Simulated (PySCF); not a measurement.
## Fe⁺: excitation energy

Fe⁺ [Ar] 3d6 4s1 (6D) → Fe⁺ [Ar] 3d6 4p1 (high-spin determinant), as a difference of total energies. All numbers are calculated (PySCF 2.14, no relativity, point nucleus, in aug-cc-pVTZ (8s7p5d3f2g, 93 functions)). Correlated levels: valence: [Ar] frozen. The calculations carry no spin-orbit coupling.

| method | excitation energy (eV) |
| --- | --- |
| UHF | 4.398 |
| LDA | 4.847 |
| PBE | 4.712 |
| PBE0 | 4.646 |
| r2SCAN | 4.717 |
| M06 | 4.709 |
| LC-wPBE | 4.673 |
| PBEsol | 4.739 |
| PW91 | 4.735 |
| MP2 (valence) | 4.631 |
| SCS-MP2 (valence) | 4.552 |

Problem. How much does correlation contribute at MP2 (valence)?

Solution. 4.631 − (4.398) = 0.233 eV, measured against UHF.

A first-order spin-orbit estimate (lowest level to lowest level, LS coupling) adds 0.019 eV.

The determinant of the upper state mixes LS terms, which raises its energy above the lowest term, most at the Hartree-Fock and MP2 levels.
